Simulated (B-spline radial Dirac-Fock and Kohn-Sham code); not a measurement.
Method: independent-particle photoionisation in a Dirac-Hartree-Slater potential with a Latter tail, all multipoles, thresholds from Dirac-Fock ΔSCF. Computed with a radial B-spline solver. Kinetic energies are from the vacuum level. Open shells are spread statistically over j, without multiplet splitting. Without correlation, outer binding energies are uncertain by a few eV, most for open f shells.

Question: A free atom or ion in its tabulated ground configuration is ionised with 5660 eV photons and gives these photoelectron lines. Identify it and assign the lines.

| kinetic energy (eV) | relative cross section |
| --- | --- |
| 1948.5 | 100.0 |
| 5182.4 | 6.6 |
| 5265.5 | 1.1 |
| 5268.2 | 2.1 |
| 5544.4 | 1.0 |
| 5562.4 | 0.053 |
| 5562.8 | 0.10 |

Answer: K⁵⁺, [Ne] 3s2 3p2. Binding energies are hν less the kinetic energy: 1s 3711.5 eV, 2s 477.6 eV, 2p1/2 394.5 eV, 2p3/2 391.8 eV, 3s 115.6 eV, 3p1/2 97.60 eV, 3p3/2 97.22 eV.

Question: A free atom or ion in its tabulated ground configuration is ionised with Ga Kα (9251.7 eV) photons and gives these photoelectron lines. Identify it and assign the lines.

```csv
kinetic energy (eV),relative cross section
621.5,100.0
7935.3,7.3
8076.3,1.8
8093.4,3.3
8881.5,1.3
8930.5,0.32
8933.4,0.59
```

Answer: Ni¹⁰⁺, [Ne] 3s2 3p6. Binding energies are hν less the kinetic energy: 1s 8630.2 eV, 2s 1316.4 eV, 2p1/2 1175.4 eV, 2p3/2 1158.3 eV, 3s 370.2 eV, 3p1/2 321.2 eV, 3p3/2 318.3 eV.

Question: A free atom or ion in its tabulated ground configuration is ionised with 1060 eV photons and gives these photoelectron lines. Identify it and assign the lines.

```csv
kinetic energy (eV),relative cross section
530.4,63.7
613.2,51.1
616.1,100.0
907.3,11.0
```

Answer: K⁷⁺, [Ne] 3s2. Binding energies are hν less the kinetic energy: 2s 529.6 eV, 2p1/2 446.8 eV, 2p3/2 443.9 eV, 3s 152.7 eV.

Question: A free atom or ion in its tabulated ground configuration is ionised with 7750 eV photons and gives these photoelectron lines. Identify it and assign the lines.

```tsv
kinetic energy (eV)	relative cross section
5665.8	100.0
5872.0	54.0
5931.7	96.8
7411.6	16.6
7486.2	7.6
7495.4	13.7
7626.1	1.0
7627.6	1.5
7703.1	2.2
7722.8	0.79
7723.7	1.4
```

Answer: Rb⁺, [Ar] 3d10 4s2 4p6. Binding energies are hν less the kinetic energy: 2s 2084.2 eV, 2p1/2 1878.0 eV, 2p3/2 1818.3 eV, 3s 338.4 eV, 3p1/2 263.8 eV, 3p3/2 254.6 eV, 3d3/2 123.9 eV, 3d5/2 122.4 eV, 4s 46.95 eV, 4p1/2 27.18 eV, 4p3/2 26.26 eV.
